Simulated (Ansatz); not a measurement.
Reaction (cleavage of the Si–As bond): `C=C[SiH2][AsH2]` + `O[SiH](F)F` → `C=C[SiH2]O[SiH](F)F` + `[AsH3]`

Computed with Ansatz on PBE0-D4/def2-TZVP structures; ΔE is electronic, products minus reactants. CCSD(T)/CBS is the MP2 limit (def2-TZVPP, def2-QZVPP) plus CCSD(T) − MP2 in def2-TZVPP, frozen cores. Functionals use def2-TZVPP. For As outer-core shells are correlated without core-valence functions, which leaves a few kJ/mol of doubt a bond. Scalar relativity is left out up to krypton. Each species was taken in one conformer, which may not be the lowest.

```json
{"level": "r2SCAN-D4", "ΔE (kJ/mol)": "-77.3"}
{"level": "r2SCAN", "ΔE (kJ/mol)": "-76.2"}
{"level": "PBE0", "ΔE (kJ/mol)": "-66.0"}
{"level": "HF/def2-TZVPP", "ΔE (kJ/mol)": "-104.2"}
{"level": "SCS-MP2/def2-TZVPP", "ΔE (kJ/mol)": "-84.6"}
{"level": "HF/def2-QZVPP", "ΔE (kJ/mol)": "-107.2"}
{"level": "HF/CBS(def2)", "ΔE (kJ/mol)": "-107.6"}
{"level": "MP2/CBS(def2)", "ΔE (kJ/mol)": "-75.8"}
```

Question: What does CCSD(T)/CBS give? (Best estimate.)

Answer: Computed: -79.6 kJ/mol. The listed levels differ from it by 2.3, 3.4, 13.6, -24.6, -5.0, -27.6, -28.0, 3.8 kJ/mol.

Largest T1 diagnostic among the species: 0.012.

In def2-TZVPP, CCSD(T) changes the Hartree–Fock value by +23.1 kJ/mol (the triples alone add +4.0 kJ/mol) and MP2 by +26.9 kJ/mol. The D4 term adds −3.3 kJ/mol with B3LYP and −2.2 kJ/mol with PBE0; it sums over pairs of atoms, weighted by their polarisabilities, and B3LYP, whose exchange is more repulsive, gets the larger term.

B3LYP here is the variant with VWN-RPA as its local correlation; programs differ in this.
